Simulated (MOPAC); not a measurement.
A run for MOPAC: PM6 on Cl2H2Si (SMILES Cl[SiH2]Cl), a point of a bond scan (R = 2.462 Å).

```
PM6 1SCF PRECISE CHARGE=0 THREADS=1
Cl2H2Si

Cl    -2.00898901 1     0.67368075 1    -0.00914825 1
Si    -0.01146751 1    -0.76596349 1     0.02370896 1
Cl     1.68829371 1     0.38281595 1    -0.02160291 1
H     -0.01654524 1    -1.54120689 1     1.27268693 1
H     -0.03073375 1    -1.61675610 1    -1.17493812 1
```

Output:

```
*******************************************************************************
 **                                                                           **
 **                              MOPAC v23.2.5                                **
 **                                                                           **
 *******************************************************************************
 ** MOPAC's Digital Object Identifier: https://doi.org/10.5281/zenodo.6511958 **
 **                                                                           **
 ** Please cite the open-source release paper for use of this MOPAC version:  **
 ** J. E. Moussa and J. J. P. Stewart (2026)                                  **
 ** MOPAC: An open-source semiempirical molecular orbital program             **
 ** J. Open Source Softw., 11(119), 8025, https://doi.org/10.21105/joss.08025 **
 *******************************************************************************

                              PM6 CALCULATION RESULTS

 *******************************************************************************
 *  PM6        - The PM6 Hamiltonian to be used
 *
 *
 *
 *                 CHARGE ON SYSTEM = 0
 *
 *
 *
 *  PRECISE    - TIGHTER CRITERIA TO BE USED
 *  1SCF       - DO 1 SCF AND THEN STOP
 *  THREADS=1  - MULTI-THREADING NOT USED
 *  T=         - A TIME OF 172800.0 SECONDS REQUESTED
 *  DUMP=N     - RESTART FILE WRITTEN EVERY 7200.0 SECONDS REQUESTED
 *******************************************************************************
PM6 1SCF PRECISE CHARGE=0 THREADS=1
 Cl2H2Si

   ATOM   CHEMICAL          X               Y               Z
  NUMBER   SYMBOL      (ANGSTROMS)     (ANGSTROMS)     (ANGSTROMS)

     1      Cl         -2.00898901  *   0.67368075  *  -0.00914825  *
     2      Si         -0.01146751  *  -0.76596349  *   0.02370896  *
     3      Cl          1.68829371  *   0.38281595  *  -0.02160291  *
     4       H         -0.01654524  *  -1.54120689  *   1.27268693  *
     5       H         -0.03073375  *  -1.61675610  *  -1.17493812  *



          CARTESIAN COORDINATES

    NO.       ATOM           X           Y           Z

     1        Cl         -2.0090      0.6737     -0.0091
     2        Si         -0.0115     -0.7660      0.0237
     3        Cl          1.6883      0.3828     -0.0216
     4         H         -0.0165     -1.5412      1.2727
     5         H         -0.0307     -1.6168     -1.1749

 General Reference for PM6:
 "Optimization of Parameters for Semiempirical Methods V: Modification of NDDO Approximations
 and Application to 70 Elements", J. J. P. Stewart, J. Mol. Mod., 13, 1173-1213 (2007)
 URL: https://link.springer.com/article/10.1007/s00894-007-0233-4

           Empirical Formula: H2 Cl2 Si  =     5 atoms



      MOLECULAR POINT GROUP   :   Cs


      RHF CALCULATION, NO. OF DOUBLY OCCUPIED LEVELS = 10


 -------------------------------------------------------------------------------
 PM6 1SCF PRECISE CHARGE=0 THREADS=1
 Cl2H2Si



     1SCF WAS SPECIFIED, SO BFGS WAS NOT USED
     SCF FIELD WAS ACHIEVED


                              PM6 CALCULATION
                                                       MOPAC v23.2.5 Linux




          FINAL HEAT OF FORMATION =        -54.78072 KCAL/MOL =    -229.20253 KJ/MOL


          COSMO AREA              =        119.47 SQUARE ANGSTROMS
          COSMO VOLUME            =        108.45 CUBIC ANGSTROMS

          IONIZATION POTENTIAL    =         10.784629 EV
          HOMO LUMO ENERGIES (EV) =        -10.785 -1.340
          NO. OF FILLED LEVELS    =         10
          MOLECULAR WEIGHT        =        101.0073         POINT GROUP:  Cs

          MOLECULAR DIMENSIONS (Angstroms)

            Atom       Atom       Distance
           Cl     3   Cl     1     3.70873
            H     4    H     5     2.44883
           Cl     1    H     4     2.09104


          SCF CALCULATIONS        =          1





   ATOM   CHEMICAL          X               Y               Z
  NUMBER   SYMBOL      (ANGSTROMS)     (ANGSTROMS)     (ANGSTROMS)

     1      Cl         -2.00898901  *   0.67368075  *  -0.00914825  *
     2      Si         -0.01146751  *  -0.76596349  *   0.02370896  *
     3      Cl          1.68829371  *   0.38281595  *  -0.02160291  *
     4       H         -0.01654524  *  -1.54120689  *   1.27268693  *
     5       H         -0.03073375  *  -1.61675610  *  -1.17493812  *

                             CARTESIAN COORDINATES

   1   Cl       -2.008989010     0.673680750    -0.009148250
   2   Si       -0.011467510    -0.765963490     0.023708960
   3   Cl        1.688293710     0.382815950    -0.021602910
   4    H       -0.016545240    -1.541206890     1.272686930
   5    H       -0.030733750    -1.616756100    -1.174938120


           Empirical Formula: H2 Cl2 Si  =     5 atoms



      MOLECULAR POINT GROUP   :   Cs


                  EIGENVALUES
 -26.89573 -26.00770 -18.82956 -13.62810 -13.40661 -12.98601 -11.70760 -11.68076
 -10.88511 -10.78463  -1.33977  -0.87948   0.07034   0.32268   0.51393   0.58260
   1.38027   3.35945   3.75302  88.09077  88.23903  88.26059  88.76370  88.76498
  92.63796  92.79665  92.80159  93.32616  93.32710


              NET ATOMIC CHARGES AND DIPOLE CONTRIBUTIONS

  ATOM NO.   TYPE          CHARGE      No. of ELECS.   s-Pop       p-Pop       d-Pop
    1         Cl          -0.435286        7.4353     1.99772     5.43637     0.00120
    2         Si           0.602957        3.3970     1.19518     1.58882     0.61304
    3         Cl          -0.188616        7.1886     1.99410     5.19255     0.00197
    4          H           0.010473        0.9895     0.98953
    5          H           0.010473        0.9895     0.98953
 DIPOLE           X         Y         Z       TOTAL
 POINT-CHG.     2.635    -4.133     0.112     4.903
 HYBRID        -0.444     1.206    -0.035     1.286
 SUM            2.191    -2.926     0.078     3.656


          ATOMIC ORBITAL ELECTRON POPULATIONS

     Atom    s        px        py        pz      x^2-y^2     xz        z^2       yz        xy
    1 Cl   1.99772   1.65694   1.81110   1.96833   0.00021   0.00010   0.00022   0.00007   0.00060
    2 Si   1.19518   0.38692   0.48463   0.71728   0.09963   0.04171   0.10945   0.25203   0.11023
    3 Cl   1.99410   1.54700   1.74692   1.89862   0.00035   0.00020   0.00031   0.00019   0.00092
    4  H   0.98953
    5  H   0.98953

 **********************
 *                    *
 * JOB ENDED NORMALLY *
 *                    *
 **********************




 == MOPAC DONE ==
```

The run finished.

Cost: about 0.04 core-seconds (a rough figure).
